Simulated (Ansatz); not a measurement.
`[BH2][Zn][S][SiH3]` + ethane → `[BH2][Zn][CH2]C` + `[SiH3]S`  (formal exchange of groups at a Zn–S bond)

Calculated with Ansatz (gas phase, PBE0-D4/def2-TZVP geometries, no zero-point term in ΔE). CBS: MP2 limit from def2 TZ/QZ plus the TZ coupled-cluster correction, frozen cores. This one scheme is used for every species. DFT in def2-TZVPP. B3LYP here is the variant with VWN-RPA as its local correlation; programs differ in this. For Zn outer-core shells are correlated without core-valence functions, which leaves a few kJ/mol of doubt a bond. Scalar relativity is left out up to krypton. Each species was taken in one conformer, which may not be the lowest.

```csv
level,ΔE (kcal/mol),difference from CCSD(T)/CBS
PBE-D4,36.3,-1.2
r2SCAN-D4,38.4,0.9
PBE0-D4,37.7,0.2
B3LYP-D4,36.9,-0.6
B2PLYP,36.7,-0.8
PBE,35.9,-1.6
B3LYP,36.3,-1.2
HF/def2-TZVPP,40.8,3.3
MP2/def2-TZVPP,36.5,-1.0
MP2/CBS(def2),38.2,0.7
CCSD(T)/CBS,37.5,0
```

Largest T1 diagnostic among the species: 0.014.

In def2-TZVPP, CCSD(T) changes the Hartree–Fock value by −4.9 kcal/mol (the triples alone add −0.2 kcal/mol) and MP2 by −4.3 kcal/mol. From PBE to PBE0 (25 % exact exchange), in def2-TZVPP and without D4, ΔE moves by +1.4 kcal/mol.
